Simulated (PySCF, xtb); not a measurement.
C₄H₄ClF, SMILES C=C(F)/C=C\Cl.

The structure is a stationary point at B3LYP-D3(BJ)/def2-SVP. The structure was generated by enumeration; whether it is a known compound was not checked. One conformer was computed; it need not be the lowest.

Method: IEF-PCM-M06-2X/def2-SVP (PySCF).

The values are the electrostatic part of the solvation free energy, E(continuum) − E(gas) at the gas-phase geometry, in a cavity of scaled van der Waals radii (PySCF's table); cavitation and dispersion terms are not included. In vacuum the orbital gap is 7.52 eV. The dipole moment in vacuum is 2.48 D.

Computed values in water (ε = 78.36), 2-propanol (ε = 19.26), benzene (ε = 2.27):
| solvent | ε | ΔG(elec) (kcal/mol) | dipole (D) | gap (eV) |
|---|---|---|---|---|
| water | 78.36 | -3.8 | 3.33 | 7.57 |
| 2-propanol | 19.26 | -3.5 | 3.27 | 7.56 |
| benzene | 2.27 | -1.6 | 2.83 | 7.54 |

For comparison, GFN2-xTB/ALPB(water) (xtb, at the GFN2-xTB geometry, all terms of that model) gives -3.7 kcal/mol.
